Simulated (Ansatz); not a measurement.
This geometry of AlFH4SSi (8 atoms, charge 0, multiplicity 1) is a first-order saddle point.

Method: RKS PBE-D4/def2-SVP in Ansatz.

```xyz
8
Properties=species:S:1:pos:R:3
F -1.178 1.254 -0.596
Si 0.257 1.493 0.161
S 1.214 -0.383 0.595
Al -0.171 -1.936 -0.153
H 1.134 2.300 -0.746
H -0.014 2.218 1.444
H -1.539 -1.603 -0.887
H 0.390 -3.399 0.126
```

Task: Which two structures does it join? (They come from a converged band through this point; their orientation in space is the band's.)

Result: No bond is made or broken. The dihedral F1–Si2–S3–Al4 goes from 65 to -65°. The two ends are copies of one structure, up to a mirror image or an exchange of like atoms.

First end point:

```xyz
8
Properties=species:S:1:pos:R:3
F -1.544 1.368 0.457
Si 0.091 1.390 0.327
S 0.914 -0.429 1.118
Al 0.044 -1.839 -0.347
H 0.414 1.572 -1.125
H 0.620 2.510 1.170
H -0.710 -1.242 -1.618
H 0.263 -3.385 -0.038
```

Last end point:

```xyz
8
Properties=species:S:1:pos:R:3
F -0.917 1.529 -1.162
Si 0.205 1.419 0.030
S 1.455 -0.296 -0.298
Al -0.076 -1.870 -0.036
H 1.092 2.624 -0.039
H -0.539 1.336 1.329
H -1.521 -1.443 0.486
H 0.392 -3.355 -0.365
```

Task: How far does it lie above each of them?

Result: 0.054 eV above the first and 0.054 eV above the second. This is the barrier of this one path; another mechanism may lie lower.

The run took 13 min on 1 thread of Intel(R) Xeon(R) Processor @ 2.50GHz (Skylake/Cascade Lake) (shared host), peak memory 0.14 GiB.
